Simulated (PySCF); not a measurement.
BeF$_{2}$ (SMILES [F][Be][F]), singlet, geometry from GFN2-xTB (such geometries of metal compounds can be far from the true shape). Base run: HF/def2-TZVP (PySCF).

Here is a job for PySCF.
```python
from pyscf import gto, scf

mol = gto.M(
    atom='''
Be    0.000000    0.000000    0.000000
F    -0.000000   -0.000000   -1.369539
F     0.000000    0.000000    1.369539
''',
    basis='def2-tzvp',
    charge=0,
    spin=0,
    verbose=4,
)

mf = scf.RHF(mol)
mf.kernel()
mf.analyze()
```

Variants of this job, named by their change:

```tsv
change	E (Eh)	HOMO (eV)	HOMO-LUMO gap (eV)
base	-213.76846	-17.18	18.19
functional = lda,vwn	-213.21050	-9.99	8.54
functional = mn12l	-214.56509	-10.38	8.42
functional = m06	-214.61402	-11.83	10.37
functional = wb97x	-214.63647	-14.35	15.32
functional = b97-1	-214.62622	-11.38	10.70
functional = o3lyp	-214.61682	-10.60	9.40
functional = pbe0	-214.46253	-11.76	11.11
functional = pbe0; dispersion = d4	-214.46319	-11.76	11.11
functional = m06l	-214.65125	-10.04	9.15
functional = x3lyp	-214.62722	-11.57	10.61
functional = b3lyp; dispersion = d3zero	-214.69404	-11.47	10.47
functional = mn15	-214.51816	-12.80	13.00
```

Totals shift with the method and basis; they matter in differences.
